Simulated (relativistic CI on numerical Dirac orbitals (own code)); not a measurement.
Ba³⁸⁺: sensitivity of the levels to the model

Base calculation: Dirac-Coulomb-Breit CI, orbitals from a KLI potential per configuration, model QED (radiative potential, 1s self-energy scaled to tabulated hydrogen-like ionisation energies), unscaled Slater integrals.

Configurations in the expansion (outside the closed core [Ne]): 3s2 3p6, 3s2 3p5 3d, 3s 3p6 3d, 3s2 3p5 4s, 3s2 3p5 4p, 3s2 3p5 4d, 3p6 3d 4p, 3s 3p6 4s, 3s2 3p5 4f, 3s 3p6 4p, 3s 3p6 4d, 3s 3p6 4f, 3s2 3p5 5s, 3s2 3p5 5p, 3s2 3p5 5d, 3s2 3p5 5f, 3s2 3p5 5g, 3s 3p6 5s, 3s 3p6 5p, 3s 3p6 5d, 3s 3p6 5f, 3p6 3d2, 3p5 3d3, 3p5 3d2 4s, 3p5 3d2 4p, 3p5 3d2 4d, 3p6 3d 4s, 3p5 3d 4s2, 3p5 3d 4s 4p, 3p5 3d 4s 4d, 3p6 4s2, 3p5 4s2 4p, 3p5 4s2 4d. Double excitations out of closed p, d and f shells are left out; levels of such configurations are missing from the list, as are those of other unlisted configurations, and high levels can miss mixing partners. These lack a partner that the ground configuration has and come out too high: 3s2 3p5 4f, 3s2 3p5 5s, 3s2 3p5 5p, 3s2 3p5 5d, 3s2 3p5 5f.

The lowest level and the first level of each name with at least 55 % of one term (blank where a level has no safe partner in the second run):

| Level | Base (eV) | Shift (eV) |
| --- | --- | --- |
| 3s2 3p6 1S_0 | 0.000 | 0.000 |
| 3s2 3p5 3d 3P°_0 | 164.310 | +0.416 |
| 3s2 3p5 3d 3P°_1 | 170.464 | +0.416 |
| 3s2 3p5 3d 3F°_3 | 175.677 | +0.416 |
| 3s2 3p5 3d 3F°_4 | 190.982 | +0.416 |
| 3s2 3p5 3d 3D°_3 | 203.195 | +0.416 |
| 3s2 3p5 3d 3F°_2 | 264.426 | +0.416 |
| 3s2 3p5 3d 1P°_1 | 297.139 | +0.416 |
| 3s 3p6 3d 3D_1 | 408.744 | +0.644 |
| 3s 3p6 3d 3D_2 | 412.494 | +0.644 |
| 3s 3p6 3d 3D_3 | 429.228 | +0.644 |
| 3s 3p6 3d 1D_2 | 440.342 | +0.644 |
| 3p6 3d2 3F_2 | 829.437 | +1.183 |
| 3p6 3d2 3P_0 | 845.093 | +1.183 |

At this charge energies of transitions that change n are usually good to better than 1 %, and those within a shell (Δn = 0) to a few per cent.

(1) One thing was changed in a second run, which moved the levels as shown. Which?
A. non-relativistic limit
B. P86 correlation estimate
C. Breit term removed
D. configuration mixing switched off
E. QED terms removed

Answers

(1) B. P86 correlation estimate. A correlation estimate moves all levels of a configuration together before mixing; mixed levels move by a weighted share.

LS names give the leading component of a level, which can be under half, so a name can repeat, a term be missing and a line seem to break the LS rules.
